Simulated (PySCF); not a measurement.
# Worked example: the barrier

An elementary step of SiH2OF2, closed shell (SiH₂OF₂ ([OH][SiH]([F])[F]) → SiOF₂ ([O][Si]([F])[F]) + H₂; bonds formed: H2–H4; bonds broken: Si1–H2, O3–H4). “Start” is the structure reached by relaxing down from the saddle towards the reactants; PBE0-D4/def2-TZVP structures. The saddle:

```
6
angstrom
Si 0.1149 0.0145 0.4143
H -0.6777 0.1569 -1.1080
O 1.2764 -0.7233 -0.2648
H 0.1399 -0.2892 -1.1832
F 0.1506 1.5117 0.8725
F -1.0041 -0.6707 1.2693
```

Computed with PySCF 2.14 with density fitting (its default auxiliary sets; JK sets also for MP2 and CCSD(T)) (basis: def2-TZVPP and def2-QZVPP); correlated methods freeze the cores.

Energies in eV:

| quantity | saddle | start |
| --- | --- | --- |
| Hartree–Fock, triple zeta (X = 3) | -15348.42135 | -15352.17031 |
| Hartree–Fock, quadruple zeta (X = 4) | -15349.06205 | -15352.80654 |
| MP2 correlation, X = 3 | -24.06862 | -23.28195 |
| MP2 correlation, X = 4 | -26.27857 | -25.48620 |
| CCSD(T) correlation, X = 3 | -24.97658 | -24.28272 |

Q: Work out the barrier at the basis limit: extrapolate Hartree–Fock as E(X) = E∞ + A exp(−7.88 √X) and the MP2 correlation as E(X) = E∞ + B X^−2.97 (the exponents that Neese and Valeev fitted for def2-TZVPP and QZVPP), then add CCSD(T) − MP2 in triple zeta.

A: Each step is linear, so take the differences first (saddle − start): Hartree–Fock 3.74896 (X = 3) and 3.74449 (X = 4); MP2 correlation -0.78667 and -0.79237; CCSD(T) correlation -0.69386.
Two points give E∞ = E(4) + w [E(4) − E(3)], with w = 1/(exp(7.88 (2 − √3)) − 1) = 0.1377 for Hartree–Fock and w = 1/((4/3)^2.97 − 1) = 0.7407 for the correlation.
Hartree–Fock: 3.74449 + 0.1377 × (-0.00447) = 3.7439 eV.
MP2 correlation: -0.79237 + 0.7407 × (-0.00570) = -0.7966 eV.
CCSD(T) − MP2: -0.69386 − (-0.78667) = 0.0928 eV.
Sum: 3.7439 + (-0.7966) + 0.0928 = 3.0401 eV, or 70.11 kcal/mol. Plain CCSD(T) in triple zeta gives 3.0551 eV, so the larger basis shifts the result by -0.0150 eV.

T1 diagnostic: at most 0.016.

Labels in which every atom is bracketed show which atoms are joined, not bond orders.

For scale, one of the runs: CCSD(T)/def2-TZVPP, 163 basis functions, launched by `OMP_NUM_THREADS=4 python run.py`. The run took 4.7 min on 4 CPU threads of an AMD EPYC (shared host), with 1.6 GiB of host memory at its peak.
